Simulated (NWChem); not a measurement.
Molecule: TiHSF3; SMILES [F][Ti]([SH])([F])[F]

```xyz
6

Ti     0.0120    -0.3340     0.0005
F     -0.8595    -0.8815     1.3898
F      1.6429    -0.8871     0.0091
F     -0.8441    -0.8831    -1.3977
S      0.0917     1.9380     0.0002
H     -1.2637     1.9894    -0.0015
```
Atoms are numbered in this order, from 1.

Computed with NWChem. Pople sets run with spherical d functions. Coordinates come from a PBE0/def2-SVP optimisation. GIAO values for the isolated, static molecule; σ is the absolute isotropic shielding, δ = σ(reference) − σ with the isolated reference molecule computed at the same levels (19F: trichlorofluoromethane, 1H: tetramethylsilane).

```csv
level,σ Ti1 (ppm),δ F2 (rotor mean) (ppm),σ S5 (ppm),δ H6 (ppm)
Hartree-Fock/6-31G*,152.9,293.6,296.7,4.11
PBE0/pcSseg-1,-444.8,357.7,128.2,6.23
B3LYP/6-31G*,-252.6,350.0,181.8,4.71
PBE/pcSseg-1,___,350.1,___,___
```

Some entries are withheld; supply them.


- PBE/pcSseg-1, σ Ti1 (ppm): -517.1
- PBE/pcSseg-1, σ S5 (ppm): 155.3
- PBE/pcSseg-1, δ H6 (ppm): 5.79
